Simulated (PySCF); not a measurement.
Silicon: a sound run and one with changed settings

Sound run: Si⁺ [Ne] 3s2 3p1, Si²⁺ [Ne] 3s2. All numbers are calculated (PySCF 2.14, no relativity, point nucleus, in def2-SVP (4s3p1d, 18 functions)). The sound run starts from symmetry-adapted Hartree-Fock orbitals and uses a fine grid where one is needed.

Changed run: radial step 0.5 in ln r (0.13 in the sound run). This setting is unsound on purpose.

```tsv
species	method	sound run (hartree)	changed run (hartree)	converged
Si⁺	UHF	-288.47217	-288.47217	yes
Si⁺	LDA	-287.80580	-287.82372	yes
Si⁺	MN15	-288.83165	-288.81988	yes
Si²⁺	UHF	-287.89144	-287.89144	yes
Si²⁺	LDA	-287.20448	-287.22197	yes
Si²⁺	MN15	-288.23708	-288.22119	yes
```

Ionisation energy of Si⁺:

```tsv
method	sound run (eV)	changed run (eV)
UHF	15.803	15.803
LDA	16.363	16.374
MN15	16.179	16.291
```

A coarse radial grid mis-integrates the density and the exchange-correlation energy, with errors of either sign; Hartree-Fock needs no grid.

For comparison, NIST gives 16.346 eV between the lowest levels.
